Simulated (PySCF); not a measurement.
Substituent effects on chemical shifts

Parent skeleton `[CH3:1][SiH2:2][CH2:3][CH2:4][CH:5]=[O:6]`; one hydrogen on atom 5 is replaced by X. Hydrogens on one atom are averaged.

Method: GFN2-xTB geometry, σ from GIAO-PBE0/pcSseg-1, in PySCF 2.14.0 with density-fitted response routines (gas phase, single conformer, one averaged value for each set of equivalent atoms, non-relativistic).

References, each an isolated molecule treated in the same way: ¹³C (σ = 186.93 ppm), ²⁹Si (σ = 349.16 ppm), ¹H (σ = 31.72 ppm) vs TMS; ¹⁷O (σ = 336.08 ppm) against H2O.

Parent (X = H): C1 -6.5, Si2 -36.4, C3 8.5, C4 43.0, C5 206.2, O6 693.7, H(C1) 0.23, H(Si2) 4.21, H(C3) 0.78 ppm. Effects are Δδ = δ(X) − δ(H), positive for deshielding.

Q: Order these by the shift of C1, most shielded first.
A. X = CH=NMe
B. X = CH2SiH3
C. X = CH3

A: C (-2.3 ppm), A (+0.1 ppm), B (+6.3 ppm).

Q: Order these by the shift of Si2, most shielded first.
A. X = CHF2
B. X = CH2SiH3
C. X = CH=NMe

A: B (-7.4 ppm), A (-5.7 ppm), C (-3.1 ppm).

Q: Order these by the shift of C5, most shielded first.
A. X = CH=NMe
B. X = N=CH2
C. X = CH2SiH3
D. X = CH3
E. X = CHF2

A: B (-21.1 ppm), E (+2.5 ppm), D (+6.2 ppm), A (+9.6 ppm), C (+19.3 ppm).

Unscaled 17O shifts of doubly bonded oxygen tend to come out too high, by tens of ppm or more. Experimental scales use liquid or dissolved standards, which lie at an offset from isolated H2O (liquid H2O: subtract about 36 ppm).
